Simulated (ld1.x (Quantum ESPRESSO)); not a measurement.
## chromium (Cr): one change to a TM potential, before and after

Cr, norm-conserving Troullier–Martins (Kleinman–Bylander form), made with ld1.x (Quantum ESPRESSO) 7.5 (PBE, scalar-relativistic). Core [Ne] 3s2, reference 3p6 3d5 4s0.75 4p0 (charge +0.25). Waves: 4s (bound): rc 2.10 bohr; 3p (bound): rc 1.20 bohr; 3d (bound): rc 2.05 bohr. Local part: all-electron potential smoothed inside 1.30 bohr (lloc = -1). Core correction: Bessel-smoothed model core inside 1.20 bohr.

Change: wave 3p (bound): rc 1.20 bohr becomes 3p (bound): rc 0.80 bohr.

Cutoffs: the cutoffs (Ry, on a coarse ladder) from which the occupation-weighted sum of valence levels, in a spherical-Bessel basis at the reference potential, stays within 10 and 1 mRy of its value at 400 Ry; they do not see the model core or the augmentation charge, which bear on the density cutoff. Errors are all-electron minus pseudo energies relative to the spin-unpolarised reference configuration.

**Question.** What does the change do?

**Answer.** The potential gets harder (70 Ry and 110 Ry → 110 Ry and 230 Ry); both files keep a bound ghost (s); of the 7 tests that both files solve, the error grows in 0 and shrinks in 1 by more than 15 % and 0.3 meV (median size 2.4 → 2.5 meV). A smaller radius makes the pseudo-wave follow the all-electron one further in, where it bends more sharply, so more plane waves are needed.

```csv
quantity,base,changed
"cutoff, loose",70 Ry,110 Ry
"cutoff, tight",110 Ry,230 Ry
loose cutoff by channel (10 mRy a level),"s 10 Ry, p 45 Ry, d 50 Ry","s 10 Ry, p 50 Ry, d 50 Ry"
bound ghosts,s,s
"error for 3p6 3d5 4s1 4p0, meV [ΔE -1.17 eV]",0.0,0.0
"error for 3p6 3d5 4s0 4p0, meV [ΔE 5.73 eV]",-3.5,-3.5
"error for 3p6 3d4 4s0 4p0, meV [ΔE 21.78 eV]",-4.0,-4.0
"error for 3p6 3d2 4s0 4p0, meV [ΔE 100.89 eV]",+754,+751
"error for 3p6 3d5.5 4s0.5 4p0, meV [ΔE -0.45 eV]",-2.3,-2.3
"error for 3p6 3d4 4s1 4p0, meV [ΔE 6.81 eV]",-2.4,-2.5
"error for 3p6 3d5 4s0 4p1, meV [ΔE 1.95 eV]",+2.1,+0.7
s: phases at 2.29 bohr within 0.05 rad from the reference energy up to (Ry; the scan ends near 5),2.7,2.7
p: phases at 2.29 bohr within 0.05 rad from the reference energy up to (Ry; the scan ends near 5),to the end of the scan,to the end of the scan
d: phases at 2.29 bohr within 0.05 rad from the reference energy up to (Ry; the scan ends near 5),1.5,1.5
```

Changed file: These tests converged, but a pseudo level misses the all-electron one widely, so the file describes the atom poorly there or has found another state: 3p6 3d2 4s0 4p0: empty 4s by 10.1 eV (a node warning on the way). A true bound ghost makes a file unfit for plane-wave use even where its test errors are small: the radial tests pick states by their node count and pass the ghost by.
